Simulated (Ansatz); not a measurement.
Consider the ligand exchange at the Si–N bond: `CN[SiH2]CCl` + HCl → `ClC[SiH2]Cl` + CH₃NH₂.

Calculated with Ansatz (gas phase, PBE0-D4/def2-TZVP geometries, no zero-point term in ΔE). CCSD(T)/CBS is the MP2 limit (def2-TZVPP, def2-QZVPP) plus CCSD(T) − MP2 in def2-TZVPP, frozen cores. This one scheme is used for every species. DFT in def2-TZVPP. B3LYP here is the variant with VWN-RPA as its local correlation; programs differ in this. One conformer a species, not always the lowest.

```csv
level,ΔE (kJ/mol)
B3LYP-D4,-43.5
ωB97M-V,-46.0
B2PLYP,-47.9
r2SCAN,-50.0
PBE0,-52.0
B3LYP,-50.2
HF/def2-TZVPP,-52.2
SCS-MP2/def2-QZVPP,-46.4
```

What does CCSD(T)/CBS give? (Estimate.)

Ansatz gave: -45.5 kJ/mol. The listed levels differ from it by 2.0, -0.5, -2.4, -4.5, -6.5, -4.7, -6.7, -0.9 kJ/mol.

Largest T1 diagnostic among the species: 0.010.

In def2-TZVPP, CCSD(T) changes the Hartree–Fock value by +9.8 kJ/mol (the triples alone add +0.6 kJ/mol) and MP2 by +7.6 kJ/mol. The D4 term adds +6.7 kJ/mol with B3LYP and +4.1 kJ/mol with PBE0; it sums over pairs of atoms, weighted by their polarisabilities, and B3LYP, whose exchange is more repulsive, gets the larger term.
